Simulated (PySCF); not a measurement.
Vertical excitations of a molecule C5H12Si from TDA-PBE/def2-SVPD run with PySCF, as energy in eV (oscillator strength): 6.25 (0.009), 6.44 (0.008), 6.79 (0.025), 6.96 (0.009), 7.00 (0.005), 7.04 (0.005). Lowest triplet (TDA): 6.12 eV. Geometry: PBE-D3(BJ)/def2-SVP. One conformer was computed; it need not be the lowest.

Problem. Which structure fits?
A. C[C@@H]1C[C@@]1(C)[SiH3]
B. CCC1C[SiH2]C1
C. C=CC[SiH](C)C
D. CC1(C[SiH3])CC1

Solution. A, C[C@@H]1C[C@@]1(C)[SiH3]
